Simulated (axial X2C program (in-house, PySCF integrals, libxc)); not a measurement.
## SrP⁻ at several levels of theory

All values were computed with an in-house all-electron X2C program for linear molecules (integrals from PySCF). Spin-free means the one-electron spin-free X2C Hamiltonian; two-component (2c) means X2C with spin–orbit coupling and atomic mean-field two-electron Coulomb and Gaunt terms, so the difference of the two also holds small scalar two-electron terms. Basis: Sr dyall-acv3z [14s13p9d6f1g], P dyall-av3z [9s8p3d2f] (cores contracted in-house); Gaussian nuclei, density fitting, unrestricted open shells. Masses: Sr 87.906 u, P 30.974 u.

The run was started with this input:
```json
{"zs": [38, 15], "q": -1, "bas": ["dyall-acv3z", "dyall-av3z"], "levels": ["PBE0", "HF", "TPSS"], "cc": true, "r0": 2.59, "thr": -1.0, "nmax": 90, "npts": 10, "nst": 2, "ntry": 6}
```
```bash
python so2c.py task.json out
```

Keys: zs atomic numbers; q charge; bas basis sets; levels methods; cc coupled cluster on or off; r0 starting distance in Å; thr threshold in hartree for freezing inner shells (an s shell follows its p shell); nmax most natural virtual spinors; npts points on the curve; nst determinants followed; ntry starts of the search. HF also brings MP2.

State, spin-free: M_S = 1, Λ = 1 (beyond evenly filled blocks: σα, π+α, π+β, π-α); electrons by block: σα: 14, σβ: 13, π+α: 6, π+β: 6, π-α: 6, π-β: 5, δ+α: 1, δ+β: 1, δ-α: 1, δ-β: 1. Fragments: Sr + P- for PBE0, MP2, CCSD, CCSD(T), TPSS; Sr- + P for HF.

State, 2c: Ω = 2 (⟨Sz⟩ = 1.00, ⟨Lz⟩ = 1.00 at PBE0); electrons by block: 1/2: 20, -1/2: 19, 3/2: 7, -3/2: 6, 5/2: 1, -5/2: 1. Fragments: Sr + P- for PBE0, MP2, CCSD(T), TPSS; Sr- + P for HF.

| Hamiltonian | level | Re (Å) | ωe (cm⁻¹) | ωexe (cm⁻¹) | Be (cm⁻¹) | De (eV) | D0 (eV) | k (mdyn/Å) | μ (D) |
| --- | --- | --- | --- | --- | --- | --- | --- | --- | --- |
| spin-free | PBE0 | 2.756 | 252.9 | 1.43 | 0.09689 | 1.69 | 1.68 | 0.863 | -3.67 |
| spin-free | HF | 3.026 | 176.1 | 0.997 | 0.0804 | n/a | n/a | 0.418 | 0.82 |
| spin-free | MP2 | 2.952 | 194.3 | 1.08 | 0.08448 | 1.35 | 1.33 | 0.509 | n/a |
| spin-free | CCSD | 2.946 | 196.7 | 1.17 | 0.0848 | 1.41 | 1.40 | 0.522 | n/a |
| spin-free | CCSD(T) | 2.933 | 201.6 | 1.17 | 0.08556 | 1.48 | 1.47 | 0.548 | n/a |
| spin-free | TPSS | 2.756 | 259.6 | 1.19 | 0.0969 | 1.80 | 1.79 | 0.909 | -3.45 |
| 2c | PBE0 | 2.755 | 253.1 | 1.43 | 0.09697 | 1.71 | 1.69 | 0.864 | -3.66 |
| 2c | HF | 3.024 | 176.2 | 0.997 | 0.08046 | n/a | n/a | 0.419 | 0.84 |
| 2c | MP2 | 2.951 | 194.3 | 1.08 | 0.08453 | 1.35 | 1.34 | 0.509 | n/a |
| 2c | CCSD(T) | 2.931 | 202.2 | 1.46 | 0.08565 | 1.48 | 1.47 | 0.552 | n/a |
| 2c | TPSS | 2.755 | 259.8 | 1.19 | 0.09698 | 1.82 | 1.80 | 0.911 | -3.44 |

Correlated methods: 8 electrons correlated (number of frozen shells: Sr 4 s, 3 p, 1 d; P 2 s, 1 p), 296 virtual spin orbitals or spinors in MP2, 90 natural virtuals in coupled cluster.

Dipoles are positive if P is the positive end and refer to the centre of mass.

The state is a single determinant with fixed occupations, the lowest that a limited PBE0 search found. Dissociation energies refer to the lowest single-determinant-based atoms at the same level and basis. De is not given where an atomic determinant may have missed its ground term or J level, or where the truncated virtual space spoils (T). Density functionals use the spin component along the axis (collinear). Coupled cluster ran in a truncated set of natural virtual spinors; the MP2 energy of the rest was added. (T) has no such correction and the atoms are truncated less, which lowers De at CCSD(T) by a hundredth of an eV or more. In 2c an atomic determinant is not the ground J level, so De misses part of the atomic spin–orbit lowering. This holds for PBE0, TPSS. Other states lie close and PBE0, whose exact exchange favours high spin, may order them wrongly; the determinant shown need not be the ground state. The nearest other spin-free determinant of the search, M_S = 0, Λ = 1, lies 0.08 eV up at the distance of the search. Without a current term, density functionals place determinants with orbital angular momentum somewhat too high. With several unpaired electrons one determinant need not be a pure state. A state of lower Ω lies just above, and one determinant can place such states too high, so the state shown need not be the lowest. The search has Ω = 1 only 0.08 eV up. The outer-core s and p shells of the metal are frozen in the correlated rows, which leaves out core–valence correlation; for alkali and alkaline-earth bonds that tends to lengthen them. Open-shell Ω = 0 determinants with evenly filled partner blocks cannot be reached by this program, so the Ω shown need not be the lowest component. At some level and bond length an empty orbital lies below a filled one. The highest occupied level of some functionals is positive through self-interaction error; at Hartree–Fock it is bound. The determinant is spin-polarised beyond a pure state at some levels (its spin-free form has ⟨S²⟩ too high), which makes Re and μ there less reliable. The T1 diagnostic is large, a sign of multireference character. With the outer-core shells frozen, correlated bond lengths of heavy atoms tend to come out a few hundredths of an ångström too long.

No reliable constants came from CCSD (2c): no minimum in range, unconverged points, a curve that is not smooth, a change of character along it, or the two Hamiltonians disagreeing along it.

Rough cost a point (2c) on 1 thread(s) of a shared host, integrals apart: PBE0 0.9 s, HF 1 s, CCSD(T) 3 s, TPSS 0.9 s.

The whole task took 2.5 min on 1 thread of Arm Neoverse V2, with other jobs on the host.
